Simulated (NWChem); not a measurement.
# CH₆O₂Si; SMILES O[SiH](C)O

```xyz
10

Si    -0.1024    -0.0169     0.2562
C     -0.1089    -1.7994    -0.2416
O     -1.5110     0.6517    -0.3287
O      1.2610     0.6652    -0.4141
H     -0.0579     0.1945     1.7401
H     -0.1426    -1.8794    -1.3392
H      0.7988    -2.3105     0.1121
H     -0.9884    -2.3189     0.1671
H     -1.7702     1.5120     0.0107
H      1.5305     1.5293    -0.0929
```
Atoms are numbered in this order, from 1.

All runs: NWChem. Pople sets run with spherical d functions. Geometry: optimised at PBE0/def2-SVP. Level: PBE0/6-31G* with SMD (1 M gas to 1 M solution), gas-phase geometry. Reactions with the solvent are ignored.

For solvent 2-propanol:

```yaml
solvation free energy (kcal/mol): -10.1
cavity-dispersion-structure term (kcal/mol): 0.6
dipole in solution (D): 2.69
```

Question: Estimate the same quantities for solvent dimethyl sulfoxide.

Answer: 
| Property | Value |
|---|---|
| solvation free energy (kcal/mol) | -6.1 |
| cavity-dispersion-structure term (kcal/mol) | -0.5 |
| dipole in solution (D) | 2.47 |
